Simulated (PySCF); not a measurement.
**Levels of Pr³⁰⁺ from EOM-EA-GCCSD**

Reference: closed-shell Pr³¹⁺, [Ar] 3d10; one electron is added. Calculated with PySCF 2.14, two-component X2C-1e with screened spin-orbit coupling, an uncontracted even-tempered set (19 s from 1.8 bohr⁻², ratio 2.6; 15 p from 2.3 bohr⁻², ratio 2.6; 10 d from 2.3 bohr⁻², ratio 2.6; 6 f from 2.4 bohr⁻², ratio 2.8); frozen [Ar]; the 100 highest virtual spinors dropped; of the others 70 kept and the rest restored at second order. No Breit or QED terms. Binding energies in eV.

```json
{"level": "4s1/2", "Koopmans": "1168.4"}
{"level": "4p1/2", "Koopmans": "1104.5"}
{"level": "4p3/2", "Koopmans": "1073.6"}
```

(1) How does correlation move these levels?

For comparison, the ionisation energy of Pr³⁰⁺ is 1169.9 ± 0.6 eV (semi-empirical (NIST evaluation); NIST Atomic Spectra Database, ionization energies).

## Answers

(1) 4s1/2: second order 1169.7, EOM-CCSD 1169.6; 4p1/2: second order 1105.7, EOM-CCSD 1105.7; 4p3/2: second order 1074.8, EOM-CCSD 1074.7.
